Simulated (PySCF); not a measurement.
# Two-photon absorption: 4-dimethylaminostyrene (c1c(C=C)ccc(N(C)C)c1, C10H13N)

Molfile (atoms numbered from 1):
```
C10H13N
     RDKit          3D

 24 24  0  0  0  0  0  0  0  0999 V2000
    4.1666   -0.9575    0.0821 C   0  0  0  0  0  0  0  0  0  0  0  0
    3.3099   -0.4093   -0.7904 C   0  0  0  0  0  0  0  0  0  0  0  0
    1.8523   -0.3262   -0.6909 C   0  0  0  0  0  0  0  0  0  0  0  0
    1.1201    0.3012   -1.7087 C   0  0  0  0  0  0  0  0  0  0  0  0
   -0.2629    0.4112   -1.6685 C   0  0  0  0  0  0  0  0  0  0  0  0
   -0.9992   -0.1087   -0.5823 C   0  0  0  0  0  0  0  0  0  0  0  0
   -2.3680    0.0008   -0.5216 N   0  0  0  0  0  0  0  0  0  0  0  0
   -3.0844    0.6198   -1.6033 C   0  0  0  0  0  0  0  0  0  0  0  0
   -3.0915   -0.6252    0.5519 C   0  0  0  0  0  0  0  0  0  0  0  0
   -0.2653   -0.7496    0.4441 C   0  0  0  0  0  0  0  0  0  0  0  0
    1.1146   -0.8488    0.3839 C   0  0  0  0  0  0  0  0  0  0  0  0
    3.8371   -1.4260    1.0137 H   0  0  0  0  0  0  0  0  0  0  0  0
    5.2415   -0.9542   -0.1114 H   0  0  0  0  0  0  0  0  0  0  0  0
    3.7262    0.0409   -1.6997 H   0  0  0  0  0  0  0  0  0  0  0  0
    1.6557    0.7173   -2.5671 H   0  0  0  0  0  0  0  0  0  0  0  0
   -0.7730    0.9054   -2.4945 H   0  0  0  0  0  0  0  0  0  0  0  0
   -2.7440    1.6552   -1.7797 H   0  0  0  0  0  0  0  0  0  0  0  0
   -4.1524    0.6617   -1.3559 H   0  0  0  0  0  0  0  0  0  0  0  0
   -2.9782    0.0676   -2.5566 H   0  0  0  0  0  0  0  0  0  0  0  0
   -4.1656   -0.4469    0.4186 H   0  0  0  0  0  0  0  0  0  0  0  0
   -2.9329   -1.7193    0.5866 H   0  0  0  0  0  0  0  0  0  0  0  0
   -2.8063   -0.2165    1.5378 H   0  0  0  0  0  0  0  0  0  0  0  0
   -0.7819   -1.1762    1.3034 H   0  0  0  0  0  0  0  0  0  0  0  0
    1.6341   -1.3524    1.2026 H   0  0  0  0  0  0  0  0  0  0  0  0
  1  2  2  0
  2  3  1  0
  3  4  1  0
  4  5  2  0
  5  6  1  0
  6  7  1  0
  7  8  1  0
  7  9  1  0
  6 10  2  0
 10 11  1  0
 11  3  2  0
  1 12  1  0
  1 13  1  0
  2 14  1  0
  4 15  1  0
  5 16  1  0
  8 17  1  0
  8 18  1  0
  8 19  1  0
  9 20  1  0
  9 21  1  0
  9 22  1  0
 10 23  1  0
 11 24  1  0
M  END
```

Level of theory: TDDFT CAM-B3LYP/def2-SVPD excited states, vertical, gas phase (PySCF). Geometry: PBE0-D3(BJ)/def2-SVP.

(1) How strongly do the lowest singlets absorb one photon, and two photons of half the energy?

## Answers

(1) δ for parallel linear polarisation; σ at the peak of a Lorentzian of half width 0.1 eV, single beam; Ω is circular over linear.
| state | E (eV) | f | photon λ (nm) | δ (au) | σ (GM) | Ω | main |
| --- | --- | --- | --- | --- | --- | --- | --- |
| S1 | 4.37 | 0.248 | 567 | 624 | 4.37 | 0.69 | HOMO→LUMO 0.62, HOMO→LUMO+1 0.31 |
| S2 | 4.67 | 0.445 | 531 | 710 | 5.68 | 0.80 | HOMO→LUMO+1 0.56, HOMO→LUMO 0.33 |
| S3 | 5.19 | 0.026 | 478 | 83.6 | 0.83 | 1.24 | HOMO→LUMO+2 0.90 |
| S4 | 5.92 | 0.001 | 419 | 135 | 1.74 | 1.46 | HOMO→LUMO+3 0.81, HOMO→LUMO+4 0.09 |
| S5 | 5.98 | 0.000 | 415 | 158 | 2.08 | 1.49 | HOMO→LUMO+4 0.83, HOMO→LUMO+3 0.10 |
| S6 | 6.13 | 0.161 | 404 | 20.2 | 0.28 | 0.75 | HOMO−1→LUMO 0.80, HOMO→LUMO+1 0.10 |

Among these, the strongest one-photon state is S2, the strongest two-photon state S2, with a dipole change of 2.6 D (relaxed, norm of the difference vector).
